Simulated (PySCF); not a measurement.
How methods differ on the ionisation energy of F²⁺

F²⁺ [He] 2s2 2p3 (4S) → F³⁺ [He] 2s2 2p2 (3P), as a difference of total energies. All numbers are calculated (PySCF 2.14, the non-relativistic Hamiltonian (point nucleus), in def2-QZVPPD (8s5p4d2f1g, 66 functions)). Correlated levels: valence and next inner shell: nothing frozen. The calculations carry no spin-orbit coupling.

```csv
method,ionisation energy (eV)
UHF,62.261
MP2 (valence and next inner shell),62.928
SCS-MP2 (valence and next inner shell),62.648
CCSD (valence and next inner shell),62.707
CCSD(T) (valence and next inner shell),62.708
```

**Question.** How much does correlation contribute at CCSD(T) (valence and next inner shell)?

**Answer.** 62.708 − (62.261) = 0.447 eV, measured against UHF.

A first-order spin-orbit estimate (lowest level to lowest level, LS coupling) adds -0.055 eV.

Errors of the correlated levels include the incompleteness of this basis.

For comparison: 62.708 eV (semi-empirical (NIST evaluation); NIST Atomic Spectra Database, ionization energies).
